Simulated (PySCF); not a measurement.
**Electron correlation in Ba (barium, neutral)**

[Xe] 6s1 6p1, high-spin 3P determinant (an excited configuration). All numbers are calculated (PySCF 2.14, the spin-free X2C one-electron Hamiltonian (Gaussian nucleus), in aug-cc-pVQZ-X2C). Frozen: [Xe]; 2 electrons correlated.

With two correlated electrons CCSD is exact within the correlated space (frozen core and kept virtual orbitals).

| level | correlation energy (mhartree) |
| --- | --- |
| CCSD | -3.50 |

Diagnostics: T1 = 0.021, D1 = 0.0403, largest double amplitude 0.085.

Spin-orbit coupling, absent here, splits the open shell strongly.

Cost of the coupled-cluster step: roughly 7 core-seconds, for 2 correlated electrons.
